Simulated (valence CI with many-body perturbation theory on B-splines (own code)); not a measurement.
## E1 line list for Yb37+

Computed by valence CI with perturbative core correlation (CI+MBPT): five valence electrons over a frozen Dirac-Fock core [Ar] 3d10, radial functions for each j: 9 s, 9 p, 8 d, 6 f, 3 g, 1 h, with the one-electron correlation potential Σ1, the two-electron term Σ2, the three-electron term Σ3, Breit, model QED; selected CI, second order for the rest (own B-spline code, finite nucleus).

The last digits are not significant, and no measured levels were compared; by estimate large intervals hold to a few tenths of a per cent, small ones and those within an open d or f shell to about a per cent. Among the levels kept, up to 300 cm⁻¹ of a level comes from second order outside the variational space, and about a tenth of that is noise between levels of different J, which matters for small intervals.

Lines 151 to 200 of 226 in falling wavelength, among levels below 2597500 cm⁻¹, chosen from the strongest by gf and those to the six lowest levels. Wavelengths and rates use the calculated energies. Electric multipoles are in the length gauge, E1 and E2 with the static RPA response of the core. Weak lines are less certain than strong ones. Lines between different terms over intervals too small for the method are left out, as are lines whose strength nearly cancels. The highest levels of a list are the least certain.

Levels are named by their leading jj configuration (3d3/2^4 stands for four electrons in 3d with j = 3/2), which in mixed levels can hold well under half, so a name can repeat and another be missing. Letters in brackets count levels of one name in rising energy.

| λ vac (nm) | Upper | Lower | A (s⁻¹) | S (a.u.) |
| --- | --- | --- | --- | --- |
| 7.590 | (4s 4p1/2^2 4p3/2 4d5/2) J=3/2 | (4s 4p1/2^2 4p3/2^2) J=5/2 | 8.19e+10 | 7.07e-02 |
| 7.556 | (4s 4p1/2^2 4p3/2 4d3/2) J=5/2 [b] | (4s^2 4p1/2^2 4d3/2) J=3/2 | 4.10e+10 | 5.24e-02 |
| 7.556 | (4s^2 4p1/2^2 4d5/2) J=5/2 | (4s^2 4p1/2^2 4p3/2) J=3/2 | 2.40e+11 | 3.06e-01 |
| 7.495 | (4s 4p1/2^2 4p3/2 4d5/2) J=7/2 [a] | (4s 4p1/2^2 4p3/2^2) J=5/2 | 1.81e+11 | 3.01e-01 |
| 7.472 | (4s^2 4p1/2 4p3/2 4d5/2) J=5/2 [b] | (4s^2 4p1/2 4p3/2^2) J=5/2 | 4.39e+10 | 5.42e-02 |
| 7.450 | (4s 4p1/2^2 4p3/2^2) J=1/2 | (4s^2 4p1/2^2 4p3/2) J=3/2 | 1.52e+11 | 6.20e-02 |
| 7.446 | (4s^2 4p1/2 4p3/2 4d5/2) J=7/2 [b] | (4s^2 4p1/2 4p3/2^2) J=5/2 | 3.46e+11 | 5.64e-01 |
| 7.418 | (4s^2 4p1/2 4p3/2 4d5/2) J=3/2 [a] | (4s^2 4p1/2 4p3/2^2) J=3/2 | 2.85e+11 | 2.29e-01 |
| 7.346 | (4s 4p1/2^2 4p3/2^2) J=3/2 | (4s^2 4p1/2^2 4p3/2) J=3/2 | 3.12e+11 | 2.44e-01 |
| 7.319 | (4s^2 4p1/2 4p3/2 4d5/2) J=3/2 [b] | (4s^2 4p1/2 4p3/2^2) J=5/2 | 2.35e+11 | 1.82e-01 |
| 7.291 | (4s^2 4p1/2 4p3/2 4d5/2) J=1/2 [a] | (4s^2 4p1/2 4p3/2^2) J=3/2 | 2.74e+11 | 1.05e-01 |
| 7.287 | (4s 4p1/2 4p3/2^3) J=3/2 [b] | (4s^2 4p1/2 4p3/2^2) J=1/2 | 2.66e+11 | 2.04e-01 |
| 7.276 | (4s 4p1/2^2 4p3/2 4d3/2) J=1/2 [b] | (4s^2 4p1/2^2 4d3/2) J=3/2 | 2.86e+11 | 1.09e-01 |
| 7.262 | (4s^2 4p1/2 4p3/2 4d5/2) J=5/2 [c] | (4s^2 4p1/2 4p3/2^2) J=5/2 | 4.42e+11 | 5.01e-01 |
| 7.260 | (4s^2 4p3/2^2 4d5/2) J=3/2 | (4s^2 4p3/2^3) J=3/2 | 5.77e+11 | 4.36e-01 |
| 7.252 | (4s^2 4p1/2 4p3/2 4d5/2) J=5/2 [b] | (4s^2 4p1/2 4p3/2^2) J=3/2 | 3.63e+11 | 4.10e-01 |
| 7.220 | (4s 4p1/2^2 4p3/2 4d5/2) J=7/2 [b] | (4s 4p1/2^2 4p3/2^2) J=5/2 | 4.61e+10 | 6.85e-02 |
| 7.184 | (4s 4p1/2^2 4p3/2 4d5/2) J=5/2 | (4s^2 4p1/2^2 4d3/2) J=3/2 | 6.39e+08 | 7.02e-04 |
| 7.184 | (4s^2 4p1/2^2 4f5/2) J=5/2 | (4s 4p1/2^2 4p3/2^2) J=5/2 | 3.27e+09 | 3.59e-03 |
| 7.171 | (4s^2 4p1/2 4p3/2 4d5/2) J=1/2 [b] | (4s^2 4p1/2 4p3/2^2) J=1/2 | 6.91e+11 | 2.51e-01 |
| 7.158 | (4s 4p1/2^2 4p3/2 4d5/2) J=3/2 | (4s^2 4p1/2^2 4d3/2) J=3/2 | 8.91e+09 | 6.45e-03 |
| 7.109 | (4s^2 4p1/2 4p3/2 4d5/2) J=3/2 [b] | (4s^2 4p1/2 4p3/2^2) J=3/2 | 1.20e+11 | 8.48e-02 |
| 7.102 | (4s^2 4p3/2^2 4d5/2) J=5/2 [b] | (4s^2 4p3/2^3) J=3/2 | 8.28e+11 | 8.79e-01 |
| 7.054 | (4s^2 4p1/2 4p3/2 4d5/2) J=5/2 [c] | (4s^2 4p1/2 4p3/2^2) J=3/2 | 1.99e+11 | 2.07e-01 |
| 7.027 | (4s 4p1/2 4p3/2^3) J=3/2 [b] | (4s^2 4p1/2 4p3/2^2) J=5/2 | 3.41e+11 | 2.34e-01 |
| 6.952 | (4s 4p3/2^4) J=1/2 | (4s^2 4p3/2^3) J=3/2 | 1.03e+12 | 3.42e-01 |
| 6.832 | (4s 4p1/2 4p3/2^3) J=3/2 [b] | (4s^2 4p1/2 4p3/2^2) J=3/2 | 2.38e+10 | 1.50e-02 |
| 6.796 | (4s^2 4p1/2^2 4f5/2) J=5/2 | (4s^2 4p1/2^2 4d3/2) J=3/2 | 4.39e+11 | 4.08e-01 |
| 6.730 | (4s^2 4p1/2 4p3/2 4d5/2) J=1/2 [b] | (4s^2 4p1/2 4p3/2^2) J=3/2 | 1.02e+11 | 3.06e-02 |
| 6.077 | (4s^2 4p1/2 4p3/2 4d3/2) J=3/2 [a] | (4s^2 4p1/2^2 4p3/2) J=3/2 | 2.79e+10 | 1.24e-02 |
| 6.073 | (4s^2 4p1/2 4p3/2 4d3/2) J=5/2 [a] | (4s^2 4p1/2^2 4p3/2) J=3/2 | 1.91e+09 | 1.27e-03 |
| 6.063 | (4s^2 4p1/2 4p3/2 4d3/2) J=1/2 [a] | (4s^2 4p1/2^2 4p3/2) J=3/2 | 5.10e+09 | 1.12e-03 |
| 5.884 | (4s^2 4p3/2^2 4d3/2) J=1/2 | (4s^2 4p1/2 4p3/2^2) J=1/2 | 1.41e+10 | 2.83e-03 |
| 5.880 | (4s^2 4p3/2^2 4d3/2) J=3/2 [a] | (4s^2 4p1/2 4p3/2^2) J=1/2 | 7.65e+10 | 3.07e-02 |
| 5.798 | (4s^2 4p3/2^2 4d5/2) J=1/2 | (4s^2 4p1/2 4p3/2^2) J=1/2 | 2.46e+09 | 4.74e-04 |
| 5.785 | (4s 4p1/2 4p3/2^3) J=3/2 [a] | (4s^2 4p1/2^2 4p3/2) J=3/2 | 6.67e+09 | 2.55e-03 |
| 5.709 | (4s^2 4p3/2^2 4d3/2) J=3/2 [a] | (4s^2 4p1/2 4p3/2^2) J=5/2 | 2.60e+11 | 9.56e-02 |
| 5.690 | (4s^2 4p3/2^2 4d3/2) J=5/2 | (4s^2 4p1/2 4p3/2^2) J=5/2 | 5.77e+11 | 3.15e-01 |
| 5.650 | (4s^2 4p1/2 4p3/2 4d5/2) J=5/2 [a] | (4s^2 4p1/2^2 4p3/2) J=3/2 | 1.90e+09 | 1.01e-03 |
| 5.645 | (4s^2 4p3/2^2 4d3/2) J=7/2 | (4s^2 4p1/2 4p3/2^2) J=5/2 | 5.70e+11 | 4.05e-01 |
| 5.605 | (4s^2 4p3/2^2 4d3/2) J=3/2 [b] | (4s^2 4p1/2 4p3/2^2) J=1/2 | 9.06e+11 | 3.15e-01 |
| 5.584 | (4s^2 4p3/2^2 4d3/2) J=1/2 | (4s^2 4p1/2 4p3/2^2) J=3/2 | 9.79e+11 | 1.68e-01 |
| 5.580 | (4s^2 4p3/2^2 4d5/2) J=7/2 | (4s^2 4p1/2 4p3/2^2) J=5/2 | 4.43e+11 | 3.04e-01 |
| 5.580 | (4s^2 4p3/2^2 4d3/2) J=3/2 [a] | (4s^2 4p1/2 4p3/2^2) J=3/2 | 7.96e+11 | 2.73e-01 |
| 5.576 | (4s^2 4p1/2 4p3/2 4d3/2) J=5/2 [b] | (4s^2 4p1/2^2 4p3/2) J=3/2 | 1.07e+12 | 5.48e-01 |
| 5.561 | (4s^2 4p3/2^2 4d3/2) J=5/2 | (4s^2 4p1/2 4p3/2^2) J=3/2 | 4.16e+11 | 2.12e-01 |
| 5.555 | (4s^2 4p1/2 4p3/2 4d3/2) J=3/2 [b] | (4s^2 4p1/2^2 4p3/2) J=3/2 | 1.37e+12 | 4.62e-01 |
| 5.550 | (4s^2 4p1/2 4p3/2 4d3/2) J=1/2 [b] | (4s^2 4p1/2^2 4p3/2) J=3/2 | 1.02e+12 | 1.73e-01 |
| 5.506 | (4s^2 4p3/2^2 4d5/2) J=1/2 | (4s^2 4p1/2 4p3/2^2) J=3/2 | 4.93e+09 | 8.13e-04 |
| 5.450 | (4s^2 4p3/2^2 4d3/2) J=3/2 [b] | (4s^2 4p1/2 4p3/2^2) J=5/2 | 2.50e+08 | 7.98e-05 |
